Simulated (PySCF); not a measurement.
CH₈Ge₂, SMILES [CH3][GeH2][GeH3]. Atoms are numbered in the order given.

```xyz
11

C     -1.1741    -2.0630     0.0000
Ge     0.4454    -0.9357     0.0000
Ge    -0.1409     1.4304     0.0000
H     -0.8927    -3.1341     0.0000
H     -1.7850    -1.8553    -0.8996
H     -1.7850    -1.8553     0.8996
H      1.3059    -1.2537     1.2565
H      1.3059    -1.2537    -1.2565
H     -0.9855     1.7838    -1.2552
H     -0.9855     1.7838     1.2552
H      1.1228     2.3321     0.0000
```

Coordinates come from a PBE-D3(BJ)/def2-SVP optimisation. The structure was generated by enumeration, and PubChem lists no compound with its InChIKey, so it may never have been made.

Level of theory: PBE-D3(BJ)/def2-SVP in PySCF.

Frequencies are harmonic and unscaled.

### Question
List the normal modes with their intensities. (The exact figures need the calculation; the answer reports its results.)

### Answer

| mode | ν (cm⁻¹) | IR (km/mol) | Raman (Å⁴/amu) | depolarisation | moving atoms (share of kinetic energy) |
|---|---|---|---|---|---|
| 1 | 71 | 0.0 | 0.0 | – | H 92 % |
| 2 | 111 | 0.7 | 1.8 | 0.61 | C 45 %, H 28 %, Ge 27 % |
| 3 | 130 | 0.1 | 0.0 | – | H 98 % |
| 4 | 257 | 0.1 | 11.9 | 0.18 | Ge 95 % |
| 5 | 324 | 12.6 | 0.1 | 0.75 | H 97 % |
| 6 | 428 | 15.5 | 6.0 | 0.71 | H 93 % |
| 7 | 453 | 0.4 | 2.0 | 0.75 | H 93 % |
| 8 | 578 | 34.4 | 13.9 | 0.18 | C 62 %, H 20 %, Ge 19 % |
| 9 | 604 | 0.5 | 16.1 | 0.75 | H 96 % |
| 10 | 642 | 80.8 | 8.7 | 0.68 | H 93 % |
| 11 | 753 | 300.5 | 5.9 | 0.58 | H 93 % |
| 12 | 819 | 17.7 | 8.9 | 0.71 | H 87 %, C 10 % |
| 13 | 836 | 20.4 | 12.3 | 0.75 | H 82 %, C 17 % |
| 14 | 847 | 18.4 | 37.6 | 0.74 | H 97 % |
| 15 | 856 | 30.6 | 28.6 | 0.75 | H 99 % |
| 16 | 859 | 49.8 | 14.6 | 0.74 | H 99 % |
| 17 | 1203 | 1.7 | 1.8 | 0.03 | H 82 %, C 18 % |
| 18 | 1388 | 5.3 | 13.6 | 0.75 | H 96 % |
| 19 | 1388 | 1.7 | 10.1 | 0.73 | H 96 % |
| 20 | 2053 | 113.1 | 153.7 | 0.17 | H 99 % |
| 21 | 2061 | 53.0 | 382.9 | 0.01 | H 99 % |
| 22 | 2062 | 46.0 | 213.4 | 0.75 | H 98 % |
| 23 | 2077 | 189.9 | 43.5 | 0.75 | H 98 % |
| 24 | 2080 | 131.4 | 153.4 | 0.56 | H 98 % |
| 25 | 2987 | 5.2 | 141.9 | 0.01 | H 97 % |
| 26 | 3095 | 1.4 | 113.1 | 0.70 | H 90 %, C 10 % |
| 27 | 3097 | 2.4 | 63.4 | 0.75 | H 90 %, C 10 % |
